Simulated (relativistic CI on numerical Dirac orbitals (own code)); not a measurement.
# Ho3+: 4s photoemission

Computed with this model: Dirac-Coulomb-Breit CI, orbitals from a KLI potential per configuration, QED by a radiative potential, multiplet model of photoemission in the sudden approximation, unscaled Slater integrals; configurations [Xe] 4f10 → [Ar] 3d10 4s 4p6 4d10 4f10 5s2 5p6; 300 K; Lorentzian 3 eV and Gaussian 0.7 eV FWHM. Energies are those of the free ion, without screening or charge transfer. The energies are binding energies and can lie tens of eV above those of solids. Without intra-shell correlation the exchange splitting of an s hole comes out too large, often by half or more. S is read from ⟨S²⟩ = S(S + 1).

free ion: ground-state S = 1.96, centroid 476.63 eV. Peaks (eV, height): 472.8 (100), 482.4 (64).

Strongest unbroadened transitions for free ion:

```csv
Energy (eV),Relative strength
472.88,100.0
473.42,15.2
477.88,0.7
478.23,2.0
479.51,0.0
479.88,0.0
480.72,0.1
482.14,27.2
482.50,42.6
483.70,0.1
484.24,2.4
484.41,0.0
485.41,0.0
485.91,0.0
```
